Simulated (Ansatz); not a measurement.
CH6Sn (SMILES [CH3][SnH3]) moved off its minimum; all values from Ansatz (a first-principles code), cores frozen in correlated methods. Elements past Kr take the def2 small-core potentials, without spin–orbit coupling.
(charge 0, multiplicity 1)
```xyz
8

Sn    -0.3228     0.0510    -0.1100
C      1.8592    -0.2540     0.0057
H     -1.0185    -0.9370    -1.2155
H     -0.7128     1.7634    -0.3367
H     -0.9233    -0.3780     1.4876
H      2.0133    -1.2742     0.2053
H      2.2968     0.4113     0.8223
H      2.2774     0.0369    -1.0048
```

Question: Give the forces (eV/Å), the total energy and the dipole at CCSD(T)/def2-TZVPPD.

Answer: 
```csv
atom,Fx,Fy,Fz
Sn1,0.805,1.191,1.697
C2,-0.143,2.685,-0.622
H3,-0.550,-0.715,-0.989
H4,0.129,-0.606,-0.067
H5,0.036,0.085,-0.386
H6,0.450,-1.320,0.280
H7,-0.529,-0.936,-1.116
H8,-0.198,-0.383,1.202
```
Energy -255.0469 hartree, dipole 0.72 D.
